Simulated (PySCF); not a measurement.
Cost against size for one kind of job: PBE0-D3(BJ)/def2-SVP geometry optimisation, gas phase in PySCF 2.14.0; work: geometry optimisation from a GFN2-xTB start shaken at random. Hardware: an Arm Neoverse V1 with one thread, on a shared host. Times come from a shared host and carry two figures at best. Peak memory is the resident size of the whole Python process, interpreter and libraries included.

```
           species (SMILES)  atoms  electrons  basis functions  SCF cycles  gradient evaluations  wall time  peak memory
        C[Se](=O)(=O)[SiH3]     11         76              122          47                     6       45 s     0.51 GiB
        N[Si@H](C=O)O[SiH3]     13         64              127         156                    20    2.1 min     0.53 GiB
          O=CO[SiH2]N[SiH3]     13         64              127         199                    28    3.2 min     0.53 GiB
      CC#C[Si@@H]([SiH3])Cl     13         70              131          40                     6       45 s     0.54 GiB
CCP1C[C@@H](C)[C@@H]1[SiH3]     23         80              195          33                     5          ?            ?
```

Q: Estimate the withheld figures.

A: `CCP1C[C@@H](C)[C@@H]1[SiH3]`: 1.9 min, 0.83 GiB.

Q: Which species took longest, and how many times the shortest run?

A: `O=CO[SiH2]N[SiH3]`, at 3.2 min: about 4.3 times the shortest (45 s).
